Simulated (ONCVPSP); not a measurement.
Plane-wave convergence, ONCV potential for Tc

ONCVPSP 4.0.1 input, shortened (lines: element, Z, core and valence counts, functional; n l f; lmax; l rc ep ncon nbas qcut; lloc lpopt rc5 dvloc0; l nproj debl; icmod fcfact rcfact), PBE, scalar-relativistic:

```
  Tc 43.00    6    4        4      upf
    1    0    2.00
    2    0    2.00
    2    1    6.00
    3    0    2.00
    3    1    6.00
    3    2   10.00
    4    0    2.00
    4    1    6.00
    4    2    5.00
    5    0    1.00
    2
    0    1.70    0.00    4    7    6.80
    1    1.65    0.00    4    8    8.80
    2    2.05    0.00    4    8    6.40
    4    5    1.55    0.00
    0    2    2.90
    1    2    2.30
    2    2    3.60
    3    2.25    1.50
```

Q: For each optimised wave give the share of its norm inside rc, the residual kinetic energy above qcut (Ha) and the cutoffs (Ha) for errors of 10, 1, 0.1 and 0.01 mHa per electron.

A:

```csv
wave,norm inside rc,residual KE,10 mHa,1 mHa,0.1 mHa,0.01 mHa
4s,0.948,1.5e-05,13.0,17.5,20.6,26.8
5s,0.070,2.3e-05,10.4,16.7,20.8,29.9
4p,0.874,1.5e-07,10.0,21.4,28.1,32.6
p projector 2,0.040,2.3e-07,8.2,12.1,26.0,32.0
4d,0.750,4.0e-05,13.4,16.6,19.5,39.6
d projector 2,0.131,5.2e-04,15.8,19.5,38.9,70.0
```

The occupied waves need 21 Ha and 28 Ha for 1 and 0.1 mHa. Note: no bound ghost flagged; GHOST(+) flagged for p at 54.3 eV.
